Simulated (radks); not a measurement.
The numbers below are computed, except where a source is named.
Task: These are the eigenvalues of the occupied orbitals of an atom or ion with whole-number occupations (eV). Level of theory: Dirac Kohn-Sham, LB94 model potential, spin-unpolarised, spherical densities, finite nucleus; Fermi nuclear charge, rms radius of each element as measured or else 0.836 A^(1/3) + 0.57 fm (a radial shooting solver on a logarithmic mesh with Libxc functionals).

| orbital | eigenvalue |
|---|---|
| 1s1/2 | -62437.16 |
| 2s1/2 | -11482.67 |
| 2p1/2 | -11011.79 |
| 2p3/2 | -9956.320 |
| 3s1/2 | -3414.588 |
| 3p1/2 | -3205.885 |
| 3p3/2 | -2979.383 |
| 3d3/2 | -2624.076 |
| 3d5/2 | -2574.330 |
| 4s1/2 | -1420.150 |
| 4p1/2 | -1333.310 |
| 4p3/2 | -1269.156 |
| 4d3/2 | -1125.772 |
| 4d5/2 | -1112.277 |

Which element is it, and in what charge state? The configuration may be excited. Open shells, if any, fill j = l - 1/2 first.

Result: Z = 70, ytterbium, charge +29: Yb29+ in [Kr] 4d5. The list shows which subshells hold electrons but not how many an open one holds; the 1s level, -2294.5 hartree, gives Z - s = 67.7 by -(Z - s)^2/2, which with screening and relativity narrows Z to a few neighbours, and the depths of the outer levels then fix element, charge and occupations together.
